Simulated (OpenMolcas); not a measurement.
## Ge II: effect of the IPEA shift

```
Program             : OpenMolcas 26.06
Basis               : ANO-R3 [7s6p5d4f2g]
Scalar Hamiltonian  : X2C, finite nucleus
Active space        : 1 electron in 9 orbitals (RAS2 4p; RAS3 4d 5s, at most 1 electron)
State averaging     : 2S+1 = 2 odd, 3 roots; 2S+1 = 2 even, 6 roots
Spin-orbit coupling : RASSI with atomic mean-field integrals over the reference wave functions, term energies averaged over their components
```

Methods on the same reference wave functions:
A. RASSCF
B. SS-RASPT2, IPEA 0 Eh, imaginary shift 0.1 Eh (closed shells correlated: 3d 4s)
C. SS-RASPT2, IPEA 0.25 Eh, imaginary shift 0.1 Eh (closed shells correlated: 3d 4s)

Energies in cm-1 above 4s2 4p 2P* 1/2, the measured ground level; measured values from NIST Handbook of Basic Atomic Spectroscopic Data.

```
         Level      A      B      C  Measured
4s2 4p 2P* 1/2    0.0    0.0    0.0       0.0
4s2 4p 2P* 3/2   1575   1575   1575      1767
 4s2 5s 2S 1/2  60654  63463  62928     62403
 4s2 4d 2D 3/2  92822  89729  89787     80837
 4s2 4d 2D 5/2  92946  89853  89910     81013
```

Deviations, from unrounded energies. A percentage is the sum of absolute deviations over the sum of measured energies, with the sign that they share, or ± where signs differ.

```tsv
Against measurement	Levels	A	B	C
mean absolute deviation (cm-1)	4	6500	4700	4600
fine structure of the ground term (%)	1	-10.9	-10.9	-10.9
other configurations (%)	3	±11.4	+8.4	+8.2
```

B, C lie about equally close to measurement and A furthest from it. The largest miss of C in the table is 4s2 4d 2D 3/2, by +8900 cm-1. The ranking rests on the paired levels alone, and a cruder setting can come out closer through cancelling errors.

Between B and C the level of the table that moves most is 4s2 5s 2S 1/2, by 530 cm-1 (lowest in C, highest in B).

The lowest spin-free term lies below A's lowest term by 0.547 hartree in B, 0.543 hartree in C.

ANO sets are built for valence states and can reach diffuse excited orbitals poorly, and with the s shell closed the s pⁿ⁺¹ terms that mix with these levels are absent. With one active electron the reference holds no correlation, so core polarisation is missing (holds for A). With one active electron, CASPT2 adds the correlation within the correlated inactive shells and between them and that electron, and leaves the splitting within a term as the reference gives it (holds for B; C). Measured partners are found by configuration, term and J. A level has none where our copy of the source lacks it or the pairing is in doubt (some pairs that miss far off the trend of their configuration count as doubtful), and it then counts in no deviation. Only configurations of the active space appear.

* marks odd parity.
